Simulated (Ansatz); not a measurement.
Ligand exchange: KCl + C2H6OSn → KOH + C2H5ClSn

Species: KCl, singlet; C2H6OSn `C[CH2][Sn][OH]`, singlet; KOH `[OH][K]`, singlet; C2H5ClSn `C[CH2][Sn][Cl]`, singlet. The partners trade Cl for OH: K–Cl and Sn–OH bonds give way to K–OH and Sn–Cl.

Shapes, held fixed at every level: PBE0-D4/def2-TZVP. Flexible molecules stand in one conformer, not always the lowest. Programs: Ansatz 0.2.0. The zero-point and thermal change to 298 K, harmonic and unscaled (PBE0-D4/def2-TZVP), is -1.4 kJ/mol.

| level | kind | ΔH(298 K) (kJ/mol) | less CCSD(T)/def2-TZVPP |
| --- | --- | --- | --- |
| r2SCAN-D4/def2-TZVPP | meta-GGA | +82.7 | -2.5 |
| BHLYP-D4/def2-TZVPP | global hybrid | +82.0 | -3.2 |
| PBE0-D4/def2-TZVPP | global hybrid | +79.1 | -6.1 |
| wB97X-V/def2-TZVPP | range-separated hybrid | +83.6 | -1.6 |
| MP2/def2-SVP | perturbation theory | +84.3 | -0.9 |
| CCSD/def2-SVP | coupled cluster or CI | +82.6 | -2.6 |
| CCSD(T)/def2-TZVPP | coupled cluster or CI | +85.2 | 0.0 |

The highest level, CCSD(T)/def2-TZVPP, gives ΔH(298 K) = +85.2 kJ/mol; the levels span +79.1 to +85.2. The column of differences is taken from that level and isn't an error. No measured value is set beside it here. For atoms past krypton def2 sets carry core potentials with scalar relativity. Outer-core shells of K, Sn are correlated, in sets that cover them unevenly.
